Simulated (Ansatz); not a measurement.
Relaxation of Cl3FH3SiTi (9 atoms, charge 0, multiplicity 2), to a largest force component of 0.03 eV/Å in at most 50 steps.

All numbers below come from Ansatz 0.2.0, UKS PBE/def2-SVP.

```xyz
9
Properties=species:S:1:pos:R:3:forces:R:3
Ti -0.003 -0.006 -0.226 0.00 0.00 1.36
Cl -0.129 -0.224 2.086 0.06 0.10 -1.23
Cl 2.087 0.036 -0.844 -0.01 0.01 -0.01
Cl -1.012 1.825 -0.845 0.01 0.00 -0.01
F -0.783 -1.357 -0.970 -0.06 -0.11 -0.05
Si 0.024 0.041 5.398 0.00 0.00 -0.05
H -0.753 -1.169 5.832 0.00 0.00 0.00
H 1.461 -0.026 5.833 0.00 0.00 -0.01
H -0.635 1.320 5.832 0.00 0.00 -0.01
```

**Question.** Where does it end, and by what steps?

**Answer.** The run converged. The force dipped under the threshold on the way, but the program's further checks kept it going. After 18 steps the energy has fallen by 0.107 eV; Cl2 moved furthest, 0.77 Å.

| step | energy less start (eV) | largest force component (eV/Å) | accepted |
| --- | --- | --- | --- |
| 0 | 0.0000 | 1.365 | yes |
| 1 | -0.0828 | 0.173 | yes |
| 2 | -0.0892 | 0.105 | yes |
| 3 | -0.0934 | 0.052 | yes |
| 4 | -0.0951 | 0.094 | yes |
| 5 | -0.0965 | 0.059 | yes |
| 6 | -0.0973 | 0.097 | yes |
| 7 | -0.0990 | 0.068 | yes |
| 8 | -0.1015 | 0.153 | yes |
| 9 | -0.1028 | 0.098 | yes |
| 10 | -0.1042 | 0.047 | yes |
| 11 | -0.1048 | 0.027 | yes |
| 12 | -0.1051 | 0.047 | yes |
| 13 | -0.1053 | 0.030 | yes |
| 14 | -0.1057 | 0.016 | yes |
| 15 | -0.1062 | 0.025 | yes |
| 16 | -0.1064 | 0.069 | yes |
| 17 | -0.1068 | 0.052 | yes |
| 18 | -0.1072 | 0.026 | yes |

```xyz
9
Properties=species:S:1:pos:R:3
Ti -0.048 -0.083 0.009
Cl -0.526 -0.874 2.000
Cl 2.119 0.079 -0.213
Cl -0.994 1.871 -0.234
F -0.662 -1.165 -1.204
Si 0.065 0.110 5.113
H -0.668 -1.028 5.771
H 1.535 0.091 5.428
H -0.564 1.440 5.424
```

Whether the end is a true minimum wasn't checked by a vibrational analysis.

Run time: 80 s on 4 threads of Arm Neoverse V1 (shared host), peak memory 0.3 GiB.
